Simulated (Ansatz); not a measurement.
## Ligand exchange: C2H6 + Se(CH3)(SiH3) → SiH3(CH3) + Se(CH3)2

Species: C2H6 (ethane) `CC`, singlet; Se(CH3)(SiH3), singlet; SiH3(CH3) (methylsilane), singlet; Se(CH3)2 (dimethyl selenide), singlet. The partners trade CH3 for SiH3: C–CH3 and Se–SiH3 bonds give way to C–SiH3 and Se–CH3.

Shapes, held fixed at every level: PBE0-D4/def2-TZVP. Programs: Ansatz 0.2.0. The zero-point and thermal change to 298 K, harmonic and unscaled (PBE0-D4/def2-TZVP), is -5.7 kJ/mol.

**Question.** Estimate ΔH(298 K) of this reaction.

**Answer.** The highest level, CCSD(T)/def2-TZVPP, gives ΔH(298 K) = +48.8 kJ/mol; the levels span +48.8 to +62.5. The column of differences is taken from that level and isn't an error. No measured value is set beside it here. Relativity is left out for Se unless named. Correlated rows may include outer-core shells of Se, which these sets cover unevenly. Times are processor times on shared x86 and Arm servers, and rough.

| level | kind | ΔH(298 K) (kJ/mol) | less CCSD(T)/def2-TZVPP | CPU time (sum over the molecules) |
| --- | --- | --- | --- | --- |
| SPW92/def2-TZVPP | LDA | +52.4 | +3.6 | 9.1 s |
| PBE0-D4/def2-TZVPP | global hybrid | +54.8 | +6.0 | 22 s |
| B2PLYP/def2-TZVPP | double hybrid | +50.2 | +1.4 | 38 s |
| MP2/def2-TZVPP | perturbation theory | +49.7 | +0.9 | – |
| CCSD(T)/def2-SVP | coupled cluster or CI | +62.5 | +13.7 | 25 s |
| CCSD/def2-TZVPP | coupled cluster or CI | +49.5 | +0.7 | – |
| CCSD(T)/def2-TZVPP | coupled cluster or CI | +48.8 | 0.0 | 7.2 min |
